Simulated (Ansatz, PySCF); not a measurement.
FH₆NOSi₂, SMILES [SiH3]N[Si@H](O)F. Atoms are numbered in the order given.

```xyz
11

O     -1.9102    -0.7019     1.1925
Si    -0.4638     0.0264     0.8773
F     -0.7308     1.5638     1.3013
N     -0.0418    -0.1214    -0.7818
Si     1.5374    -0.3443    -1.4955
H     -2.0243    -1.5953     0.8581
H      0.6704    -0.4698     1.6881
H     -0.7955     0.0827    -1.4362
H      1.5112    -1.4573    -2.4936
H      2.0283     0.8818    -2.1965
H      2.4758    -0.6879    -0.3890
```
Charge 0, spin multiplicity 1.

Coordinates come from a PBE0-D3(BJ)/def2-SVP optimisation. The structure was generated by enumeration; whether it is a known compound was not checked. The values are those of a single conformer.

Two levels are set side by side: PBE-D3(BJ)/def2-SVP (Ansatz, a first-principles code) and PBE0-D3(BJ)/def2-SVP (Ansatz). Each level has its own optimised geometry; the coordinates shown are those of the second. Frequencies come from the Hessian of PySCF at each geometry. Differences are taken from unrounded values.

```
quantity                            PBE0-D3(BJ)  PBE-D3(BJ)  PBE-D3(BJ) minus PBE0-D3(BJ)
----------------------------------  -----------  ----------  ----------------------------
mean bond length (Å)                      1.467       1.480                         0.012
bond O1–Si2 (Å)                           1.650       1.667                         0.017
bond Si2–F3 (Å)                           1.617       1.632                         0.015
bond Si2–N4 (Å)                           1.718       1.733                         0.014
bond N4–Si5 (Å)                           1.747       1.760                         0.013
bond O1–H6 (Å)                            0.961       0.972                         0.012
bond Si2–H7 (Å)                           1.480       1.492                         0.012
bond N4–H8 (Å)                            1.019       1.027                         0.008
bond Si5–H9 (Å)                           1.495       1.506                         0.011
bond Si5–H10 (Å)                          1.495       1.507                         0.011
bond Si5–H11 (Å)                          1.491       1.501                         0.010
highest harmonic wavenumber (cm⁻¹)         3949        3778                          -170
mean harmonic wavenumber (cm⁻¹)            1109        1071                           -39
zero-point energy (kcal/mol)              42.82       41.33                         -1.49
```

Exact exchange shortens and stiffens bonds; PBE has none. Differences between two approximate levels are no errors against the true value.
